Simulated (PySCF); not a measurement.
W(OH)(H)5 (H6OW), SMILES [OH][WH5], multiplicity 1.

Coordinates come from a PBE0-D3(BJ)/def2-TZVP optimisation. The spin state was assumed, not searched. The structure was generated by enumeration; whether it is a known compound was not checked. The def2 effective core potentials stand for the cores of W; spin–orbit coupling is left out.

Two levels are set side by side: PBE/def2-TZVPD (PySCF) and PBE0/def2-TZVPD (PySCF). Same geometry, gas phase. Differences are taken from unrounded values.

```json
[
 {"quantity": "orbital gap (eV)", "PBE0": "5.40"},
 {"quantity": "highest occupied level (eV)", "PBE0": "-7.97"},
 {"quantity": "lowest empty level (eV)", "PBE0": "-2.57"},
 {"quantity": "dipole moment (D)", "PBE0": "2.55"},
 {"quantity": "mean polarisability (bohr³)", "PBE0": "55.0"}
]
```

What does PBE give, and how far is it from PBE0? (An estimate is asked for; the answer gives what the named calculation found.)


| quantity | PBE | PBE minus PBE0 |
|---|---|---|
| orbital gap (eV) | 3.22 | -2.18 |
| highest occupied level (eV) | -6.70 | 1.27 |
| lowest empty level (eV) | -3.48 | -0.91 |
| dipole moment (D) | 2.63 | 0.08 |
| mean polarisability (bohr³) | 57.0 | 2.0 |

PBE's occupied levels lie high since its potential decays too fast outside the molecule; exact exchange lowers them and widens the gap. Loosely held outer electrons make PBE densities more polarisable. Differences between two approximate levels are no errors against the true value.

Rough cost on one machine, each run with all the roots and properties that it gave: PBE0 against PBE within a factor of 2.
